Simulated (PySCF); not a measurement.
trans-[RuO2Cl4]2- (charge -2 and singlet state).
Bonds: Ru1–O2, Ru1–O3, Ru1–Cl4, Ru1–Cl5, Ru1–Cl6, Ru1–Cl7.

Method: PBE0-D3(BJ)/def2-SVP geometry optimisation, gas phase, def2 core potentials past Kr in PySCF.

Question: What internal coordinates does the optimisation give?

Answer: 
```
                    bond  length (Å)
          Ru1–O2, Ru1–O3       1.693
Ru1–Cl4 and 3 like bonds       2.436
```

Bonds in one row agree within 0.01 Å and their mean is given. A selection of angles:
```
      angle  degrees
  O2–Ru1–O3    179.9
 O2–Ru1–Cl4     90.1
Cl4–Ru1–Cl5    180.0
Cl4–Ru1–Cl6     90.0
```

All 4 Cl–Ru bonds measure 2.436 to 2.437 Å. Ru1 (ruthenium bonded to 4 Cl and 2 O) is octahedral (the three widest angles are 180.0°, 180.0° and 179.9°, the others run from 89.9° to 90.1°).

Point group: D4h (tolerance 0.08 Å). PBE0-D3(BJ)/def2-SVP frequencies: not computed here. Whether so highly charged an anion holds all its electrons in the gas phase wasn't checked; a finite basis holds them in any case. The ion is multiply charged and computed without counter-ions or solvent.
